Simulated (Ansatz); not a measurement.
Basis-set series for BF₂H₆NSi₂ (`FB(F)N([SiH3])[SiH3]`). The species carries charge 0 and has multiplicity 1. The structure was optimised at the PBE0-D4/def2-TZVP level. It is one conformer, not always the lowest.

```
functional       basis  functions  energy (Eh)  HOMO (eV)  LUMO (eV)
   PBE0-D4    def2-SVP        122   -861.15288      -8.37       0.21
   PBE0-D4  def2-QZVPP        548   -861.73100      -8.48      -0.37
   ωB97M-V    def2-SVP        122   -861.54981     -10.58       2.09
   ωB97M-V  def2-QZVPP        548   -862.13397     -10.72       1.07
```

Problem. Give the rows for def2-TZVPP. (Estimate.)

Solution. Computed: 
| functional | basis | functions | energy (Eh) | HOMO (eV) | LUMO (eV) |
| --- | --- | --- | --- | --- | --- |
| PBE0-D4 | def2-TZVPP | 292 | -861.69570 | -8.46 | -0.27 |
| ωB97M-V | def2-TZVPP | 292 | -862.10147 | -10.71 | 1.35 |

Positive LUMOs are unbound and depend on the basis.
